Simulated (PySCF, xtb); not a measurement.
C3H4O2Si, SMILES O=C1CC(=O)[SiH2]1.

xtb with GFN2-xTB at its own geometry gives an orbital gap of 2.13 eV and a dipole moment of 1.44 D.

The structure is a stationary point at B3LYP-D3(BJ)/def2-SVP. This is a generated structure with no PubChem entry under its InChIKey; it may be hypothetical.

Problem. What does PBE/def2-TZVP (PySCF) give? (Estimate from the structure and the level; the computed values follow.)

Solution. gap 1.88 eV (levels -5.42 and -3.54 eV), dipole 0.35 D.
